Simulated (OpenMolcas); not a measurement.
A run on Tm2+ with 6 ligands (water) in octahedral coordination (Th) at 2.54 Å. Ligand basis ANO-RCC-VDZP.
```
Tm    0.0000    0.0000    0.0000
O     2.5400    0.0000    0.0000
H     3.1170    0.7797    0.0000
H     3.1170   -0.7797    0.0000
O     0.0000    2.5400    0.0000
H     0.0000    3.1170    0.7797
H     0.0000    3.1170   -0.7797
O    -2.5400    0.0000    0.0000
H    -3.1170    0.7797    0.0000
H    -3.1170   -0.7797    0.0000
O     0.0000   -2.5400    0.0000
H     0.0000   -3.1170    0.7797
H     0.0000   -3.1170   -0.7797
O     0.0000    0.0000    2.5400
H     0.7797    0.0000    3.1170
H    -0.7797    0.0000    3.1170
O     0.0000    0.0000   -2.5400
H     0.7797    0.0000   -3.1170
H    -0.7797    0.0000   -3.1170
```

```
Program             : OpenMolcas
Method              : SS-CASPT2, IPEA 0.25 Eh, imaginary shift 0.1 Eh (closed shells correlated: 5s 5p and the ligand valence shells)
Basis               : ANO-RCC-VTZP [8s7p5d3f2g1h]
Scalar Hamiltonian  : DKH2, point nucleus
Active space        : 13 electrons in 7 orbitals (4f)
State averaging     : 2S+1 = 2 odd, 7 roots
Spin-orbit coupling : RASSI with atomic mean-field integrals over the reference wave functions
```

248 basis functions. Blocks (2S+1, parity, CSFs, roots kept): 2, odd, 7, 7.

Task: How long do the CASPT2 steps take on 1 thread of Arm Neoverse V2, on a shared host?

Result: About 110 s of wall time, without the integral step.
